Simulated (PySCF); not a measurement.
Molfile (atoms numbered from 1):
```
H11NOSi4
     RDKit          3D

 17 16  0  0  0  0  0  0  0  0999 V2000
    0.2532    0.0631    1.9178 N   0  0  0  0  0  0  0  0  0  0  0  0
   -0.3305    0.1587    0.2827 Si  0  0  0  0  0  4  0  0  0  0  0  0
   -1.7040   -1.6866    0.0047 Si  0  0  0  0  0  4  0  0  0  0  0  0
   -1.0275    2.2692   -0.4082 Si  0  0  0  0  0  4  0  0  0  0  0  0
    1.0302   -0.0537   -0.6151 O   0  0  0  0  0  0  0  0  0  0  0  0
    2.4523   -0.7335   -0.9492 Si  0  0  0  0  0  4  0  0  0  0  0  0
   -0.3799    0.2105    2.6864 H   0  0  0  0  0  0  0  0  0  0  0  0
    1.1497    0.4719    2.1324 H   0  0  0  0  0  0  0  0  0  0  0  0
   -1.4810   -2.8306    0.8984 H   0  0  0  0  0  0  0  0  0  0  0  0
   -1.6577   -2.2387   -1.3553 H   0  0  0  0  0  0  0  0  0  0  0  0
   -3.1033   -1.2872    0.2240 H   0  0  0  0  0  0  0  0  0  0  0  0
   -1.5888    3.0437    0.7121 H   0  0  0  0  0  0  0  0  0  0  0  0
   -0.0071    3.1454   -0.9989 H   0  0  0  0  0  0  0  0  0  0  0  0
   -2.1094    2.1833   -1.3988 H   0  0  0  0  0  0  0  0  0  0  0  0
    2.2090   -2.0997   -1.4103 H   0  0  0  0  0  0  0  0  0  0  0  0
    3.0090    0.1258   -1.9913 H   0  0  0  0  0  0  0  0  0  0  0  0
    3.2788   -0.7294    0.2586 H   0  0  0  0  0  0  0  0  0  0  0  0
  1  2  1  0
  2  3  1  0
  2  4  1  0
  2  5  1  0
  5  6  1  0
  1  7  1  0
  1  8  1  0
  3  9  1  0
  3 10  1  0
  3 11  1  0
  4 12  1  0
  4 13  1  0
  4 14  1  0
  6 15  1  0
  6 16  1  0
  6 17  1  0
M  END
```

[PySCF 2.14.0 with density-fitted response routines: geometry from GFN2-xTB; σ from GIAO-PBE0/pcSseg-1; in vacuum; non-relativistic Hamiltonian; single conformer; rapidly exchanging positions averaged]

References, each an isolated molecule treated in the same way: $^{1}$H, $^{29}$Si vs TMS; NH3 for $^{15}$N; $^{17}$O against H2O.

| atoms | nucleus | count | Hirshfeld charge | δ (ppm) |
| --- | --- | --- | --- | --- |
| O5 | $^{17}$O | 1 | -0.31 | 30.3 |
| Si6 | $^{29}$Si | 1 | 0.39 | -46.9 |
| H9/H10/H11/H12/H13/H14 | $^{1}$H | 6 | -0.08 | ? |
| Si3/Si4 | $^{29}$Si | 2 | 0.20 | -118.4 |
| N1 | $^{15}$N | 1 | -0.32 | 30.8 |
| Si2 | $^{29}$Si | 1 | 0.32 | ? |
| H15/H16/H17 | $^{1}$H | 3 | -0.08 | 5.14 |
| H7/H8 | $^{1}$H | 2 | 0.12 | 0.29 |

Task: Complete the table.

Result: 
- H9/H10/H11/H12/H13/H14: 3.39 ppm, hydrogen on a silicon bonded to Si
- Si2: 11.6 ppm, silicon bonded to N, O, 2 Si

OH/NH shifts are gas-phase values; hydrogen bonding in solution moves them, usually downfield. Experimental scales use liquid or dissolved standards, which lie at an offset from isolated NH3 (liquid NH3: subtract about 20 ppm) and H2O (liquid H2O: subtract about 36 ppm).
